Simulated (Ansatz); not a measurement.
Consider the cleavage of the Si–Sb bond: `[CH3][SbH][SiH3]` + H₂S → `[SiH3]S` + `[CH3][SbH2]`.

Computed with Ansatz on PBE0-D4/def2-TZVP structures; ΔE is electronic, products minus reactants. CCSD(T)/CBS is the MP2 limit (def2-TZVPP, def2-QZVPP) plus CCSD(T) − MP2 in def2-TZVPP, frozen cores. This one scheme is used for every species. DFT in def2-TZVPP. Elements past krypton have def2 core potentials. For Sb outer-core shells are correlated without core-valence functions, which leaves a few kJ/mol of doubt a bond.

| level | ΔE (eV) |
| --- | --- |
| BHLYP | -0.28 |
| SCS-MP2/def2-QZVPP | -0.23 |

(1) What does CCSD(T)/CBS give? (An estimate is asked.)

Largest T1 diagnostic among the species: 0.013.

## Answers

(1) Ansatz gave: -0.19 eV. The listed levels differ from it by -0.09, -0.04 eV.

In def2-TZVPP, CCSD(T) changes the Hartree–Fock value by +0.12 eV (the triples alone add +0.01 eV) and MP2 by +0.12 eV. From BLYP to BHLYP (50 % exact exchange), in def2-TZVPP and without D4, ΔE moves by −0.05 eV.
